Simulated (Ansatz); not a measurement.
Start from `F[SiH](F)Cl` and change one atom or group to get `F[SiH2][SiH](F)F`.

Ansatz, PBE0-D4/def2-TZVP geometries, multiplicity 1. Each molecule was computed in one conformer, which needn't be the lowest.

```json
{"property": "HOMO energy (PBE/def2-TZVPP) / eV", "`F[SiH](F)Cl`": "-8.55"}
{"property": "HOMO–LUMO gap (B3LYP/def2-TZVPP) / eV", "`F[SiH](F)Cl`": "10.07"}
{"property": "LUMO energy (B3LYP/def2-TZVPP) / eV", "`F[SiH](F)Cl`": "0.35"}
{"property": "HOMO energy (PBE0/def2-TZVPP) / eV", "`F[SiH](F)Cl`": "-10.01"}
{"property": "HOMO energy (ωB97M-V/def2-TZVPP) / eV", "`F[SiH](F)Cl`": "-12.29"}
{"property": "zero-point energy (PBE0-D4/def2-TZVP) / kJ/mol", "`F[SiH](F)Cl`": "43.8"}
```

Task: Give the same properties after the change, and the shifts. (Best estimate.)

Result: The calculation gave: 
```csv
property,`F[SiH2][SiH](F)F`,shift
HOMO energy (PBE/def2-TZVPP) / eV,-7.32,1.23
HOMO–LUMO gap (B3LYP/def2-TZVPP) / eV,7.02,-3.05
LUMO energy (B3LYP/def2-TZVPP) / eV,-1.43,-1.78
HOMO energy (PBE0/def2-TZVPP) / eV,-8.64,1.37
HOMO energy (ωB97M-V/def2-TZVPP) / eV,-10.71,1.58
zero-point energy (PBE0-D4/def2-TZVP) / kJ/mol,92.1,48.3
```

With PBE0 the HOMO rises by 1.37 eV and the LUMO falls by 1.83 eV, so the gap narrows by about 3.20 eV. PBE moves the HOMO by 1.23 eV and ωB97M-V by 1.58 eV. The zero-point energy changes by 48.3 kJ/mol with +9 modes.

B3LYP here is the variant with VWN-RPA as its local correlation; programs differ in this.
